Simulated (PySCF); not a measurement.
Si(F)(OH)2(OMe) (CH₅FO₃Si), SMILES [Si](OC)(F)(O)O. Atoms are numbered in the order given.

```xyz
11

C      2.2435    -0.4713    -0.0431
O      0.9364    -0.7414    -0.5160
Si    -0.3973     0.0493     0.0003
O     -0.6224    -0.2283     1.5974
O     -1.7153    -0.4290    -0.8443
F     -0.1583     1.6375    -0.2320
H      2.3391    -0.7187     1.0285
H      2.9528    -1.0924    -0.6097
H      2.5138     0.5899    -0.1862
H     -1.3941     0.1666     2.0179
H     -1.6749    -0.3564    -1.8046
```
Charge 0, spin multiplicity 1.

Coordinates come from a r2SCAN-D4/def2-SVP optimisation. This is a generated structure with no PubChem entry under its InChIKey; it may be hypothetical. Other conformers were not sampled.

Computed with PBE/pcSseg-1 run with PySCF.

GIAO shieldings, no solvent; atoms listed in one row are averaged. δ = σ(ref) − σ: ¹³C against TMS (σ = 182.0 ppm); ¹⁷O against H2O (σ = 334.3 ppm); ²⁹Si against TMS (σ = 335.4 ppm); ¹⁹F against CFCl3 (σ = 133.6 ppm); ¹H against TMS (σ = 31.49 ppm), references at their B3LYP-D3(BJ)/def2-TZVP geometries, non-relativistic.

Problem. Estimate the chemical shifts. (The exact figures need the calculation; the answer reports its results.)

Solution. 
| nucleus | atoms | count | δ (ppm) |
|---|---|---|---|
| ¹³C | C1 | 1 | 57.4 |
| ¹⁷O | O5 | 1 | 50.6 |
| ¹⁷O | O4 | 1 | 42.5 |
| ¹⁷O | O2 | 1 | 34.6 |
| ²⁹Si | Si3 | 1 | -74.8 |
| ¹⁹F | F6 | 1 | -180.9 |
| ¹H | H7, H8, H9 | 3 | 4.12 |
| ¹H | H10, H11 | 2 | 2.04 |
